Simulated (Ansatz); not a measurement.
# Ge2SiH8 (SMILES [GeH3][SiH2][GeH3]): methods side by side

The species is Ge2SiH8 (11 atoms), meant as a singlet with charge 0. As SMILES, `[GeH3][SiH2][GeH3]`. The shape is that of a PBE0-D4/def2-TZVP optimisation.

Quantity: the electronic atomisation energy, in eV. The values are calculated. Electronic energies at fixed atoms, without zero-point motion or spin-orbit coupling.

| level | kind | program | value (eV) | less CCSD(T)/cc-pVDZ | CPU time (all runs) |
| --- | --- | --- | --- | --- | --- |
| HF/cc-pVDZ | Hartree–Fock | Ansatz | 22.29 | -5.93 | 9.2 s |
| SVWN5/cc-pVDZ | LDA | Ansatz | 33.13 | +4.91 | 13 s |
| PBE/cc-pVDZ | GGA | Ansatz | 29.12 | +0.90 | 18 s |
| r2SCAN/cc-pVDZ | meta-GGA | Ansatz | 29.84 | +1.62 | 37 s |
| B3LYP/cc-pVDZ | global hybrid | Ansatz | 29.26 | +1.04 | 22 s |
| PBE0/cc-pVDZ | global hybrid | Ansatz | 29.25 | +1.03 | 20 s |
| MP2/cc-pVDZ | perturbation theory | Ansatz | 27.56 | -0.66 | 11 s |
| CCSD(T)/cc-pVDZ | coupled cluster or CI | Ansatz | 28.22 | 0.00 | 69 s |

CCSD(T)/cc-pVDZ is the highest level here, not the true value. All-electron rows without a relativistic Hamiltonian named are non-relativistic. Correlated wave functions underbind in double-zeta sets. The values span 22.29 to 33.13 eV. In the correlated wave-function rows the outer d shell of Ge is correlated, in sets not made for it. Times are those of the runs behind each value, whatever else they computed, on shared processors of several kinds: orders of magnitude only.
